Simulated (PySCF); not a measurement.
H3P, SMILES P. Atoms are numbered in the order given.

```xyz
4

P      0.0000     0.0000    -0.1282
H      1.0323     0.5960     0.6412
H      0.0000    -1.1920     0.6412
H     -1.0323     0.5960     0.6412
```
Charge 0, spin multiplicity 1.

Coordinates come from a B3LYP-D3(BJ)/def2-TZVP optimisation.

Two levels are set side by side: PBE/pcSseg-1 (PySCF) and PBE0/pcSseg-1 (PySCF). GIAO shifts against PH3 (³¹P), TMS (¹H) at the same level; non-relativistic, no solvent, atoms listed together averaged. Differences are taken from unrounded values.

| quantity | PBE |
|---|---|
| δ(³¹P) of P1 (ppm) | 0.0 |
| δ(¹H) of H2, H3, H4 (ppm) | 2.06 |

Q: These are the PBE values. What does PBE0 give? (The exact figures need the calculation; the answer reports its results.)

A: 
| quantity | PBE0 | PBE minus PBE0 |
|---|---|---|
| δ(³¹P) of P1 (ppm) | 0.0 | 0.0 |
| δ(¹H) of H2, H3, H4 (ppm) | 2.14 | -0.08 |

Rough cost on one machine, each run with all the roots and properties that it gave: PBE0 against PBE within a factor of 2.
